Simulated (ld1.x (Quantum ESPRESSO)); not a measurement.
**I, PAW: configuration errors across variants**

```json
{"Element": "iodine (I)", "Generator": "ld1.x (Quantum ESPRESSO) 7.5", "Type": "PAW", "Functional": "PBEsol", "Relativity": "scalar-relativistic", "Frozen core": "[Ar] 3d10", "Valence charge": "25", "Reference configuration": "4s2 4p6 4d10 5s2 5p5", "Partial waves": "4s (bound): rcut 0.95, rcutus 1.00 bohr; 5s (bound): rcut 0.95, rcutus 1.00 bohr; 4p (bound): rcut 1.20, rcutus 1.40 bohr; 5p (bound): rcut 1.20, rcutus 1.40 bohr; 4d (bound): rcut 0.75, rcutus 0.90 bohr; 4d channel at -2.75 Ry: rcut 0.75, rcutus 0.90 bohr", "Local potential": "all-electron potential smoothed inside 0.95 bohr (lloc = -1)", "Core correction": "a·sin(br)/r model core, default radius (ld1.x builds one for every PAW set, though the input has nlcc=.false.)", "Augmentation charge": "PSQ, inside the norm-conserving radii"}
```

All-electron excitation energies from the reference (eV): (1) 4s2 4p6 4d10 5s2 5p4 11.151; (2) 4s2 4p6 4d10 5s2 5p3 31.034; (3) 4s2 4p6 4d10 5s2 5p2 60.420.

The default core radius of the base comes out at 0.48 bohr.

The overlap operator is not positive definite (basis up to 400 Ry) in “base”, “wave 4d channel at -2.75 Ry: rcut 0.75, rcutus 0.90 bohr becomes 4d channel at 0.64 Ry: rcut 0.75, rcutus 0.90 bohr”, “local potential all-electron potential smoothed inside 0.85 bohr (lloc = -1)”, “waves 4s (bound): rcut 0.95, rcutus 1.06 bohr; 5s (bound): rcut 0.95, rcutus 1.06 bohr”, “core correction a·sin(br)/r model core inside 0.62 bohr”. Such files are unfit for use, however small their errors in these radial tests.

5 further variants failed, have other tests or another functional or relativity, and are left out.

A true bound ghost makes a file unfit for plane-wave use even where its test errors are small: the radial tests pick states by their node count and pass the ghost by.

Errors AE − PS in meV (a dash: test not solved or not reliable):

| change | (1) | (2) | (3) | bound ghosts |
| --- | --- | --- | --- | --- |
| base | +4.7 | +21 | +38 | not determined (overlap not positive) |
| wave 4d channel at -2.75 Ry: rcut 0.75, rcutus 0.90 bohr becomes 4d channel at 0.64 Ry: rcut 0.75, rcutus 0.90 bohr | +4.7 | +20 | +38 | not determined (overlap not positive) |
| local potential all-electron potential smoothed inside 0.85 bohr (lloc = -1) | +15 | +50 | +90 | not determined (overlap not positive) |
| waves 4s (bound): rcut 0.95, rcutus 1.06 bohr; 5s (bound): rcut 0.95, rcutus 1.06 bohr | +4.9 | +21 | +39 | not determined (overlap not positive) |
| core correction a·sin(br)/r model core inside 0.62 bohr | -1.5 | -1.7 | +1.0 | not determined (overlap not positive) |

Q: Give the same row for: local potential all-electron potential smoothed inside 0.72 bohr (lloc = -1).

A: –, –, –; bound ghosts: s (p not tested, overlap not positive). Its overlap operator is not positive definite in a basis up to 400 Ry (lowest eigenvalue p -0.28), so the file is unfit for use: the generalised eigenproblem breaks down once the basis is large enough, and its test numbers describe a broken file.
